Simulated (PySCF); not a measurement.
Sn(OH)4 (H4O4Sn), SMILES [OH][Sn]([OH])([OH])[OH]. The structure is a stationary point at PBE-D3(BJ)/def2-SVP. The structure was generated by enumeration; whether it is a known compound was not checked. The def2 effective core potentials stand for the cores of Sn; spin–orbit coupling is left out. One conformer was computed; it need not be the lowest.

Question: Give the equilibrium geometry at PBE-D3(BJ)/def2-SVP (PySCF confirms it by a frequency run) as bond lengths and angles, and its point group. (Estimate from the structure and the level; the computed values follow.)

Answer: Several could match; the one computed here: point group S4.
Atoms: O1 Sn2 O3 O4 O5 H6 H7 H8 H9. Bonds (Å): O1–Sn2 1.997, O1–H6 0.978, Sn2–O3 1.997, Sn2–O4 1.997, Sn2–O5 1.997, O3–H7 0.978, O4–H8 0.978, O5–H9 0.978. Bond angles (°): Sn2–O1–H6 108.0, O1–Sn2–O3 117.1, O1–Sn2–O4 105.8, O1–Sn2–O5 105.8, O3–Sn2–O4 105.8, O3–Sn2–O5 105.8, O4–Sn2–O5 117.1, Sn2–O3–H7 108.0, Sn2–O4–H8 108.0, Sn2–O5–H9 108.0.
